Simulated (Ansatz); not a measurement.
Reactions of ClF2HMoO2 (`[O]=[Mo]([OH])([F])([F])[Cl]`).

Program: Ansatz. Geometries: PBE0-D4/def2-TZVP. ΔE: electronic, gas phase. CCSD(T)/CBS is the MP2 limit (def2-TZVPP, def2-QZVPP) plus CCSD(T) − MP2 in def2-TZVPP, frozen cores. This one scheme is used for every species. DFT in def2-TZVPP. Elements past krypton have def2 core potentials. For Mo outer-core shells are correlated without core-valence functions, which leaves a few kJ/mol of doubt a bond. One conformer a species, not always the lowest.

```
                                                                    reaction  CCSD(T)/CBS(def2) (kcal/mol)
 `[O]=[Mo]([OH])([F])([F])[Cl]` + HCl → `[O]=[Mo]([F])([F])([Cl])[Cl]` + H₂O                          -2.5
  `[O]=[Mo]([OH])([F])([F])[Cl]` + H–F → `[O]=[Mo]([F])([F])([F])[Cl]` + H₂O                             ?
 `[O]=[Mo]([OH])([F])([F])[Cl]` + H₂O → `[O]=[Mo]([OH])([OH])([F])[F]` + HCl                           4.4
`[O]=[Mo]([OH])([F])([F])[Cl]` + HCl → `[O]=[Mo]([OH])([F])([Cl])[Cl]` + H–F                           1.3
```

Q: Fill in the missing values. (An estimate is asked.)

A: Computed: `[O]=[Mo]([OH])([F])([F])[Cl]` + H–F → `[O]=[Mo]([F])([F])([F])[Cl]` + H₂O: -3.6 kcal/mol.

Largest T1 diagnostic: 0.024, for `[O]=[Mo]([OH])([OH])([F])[F]`.
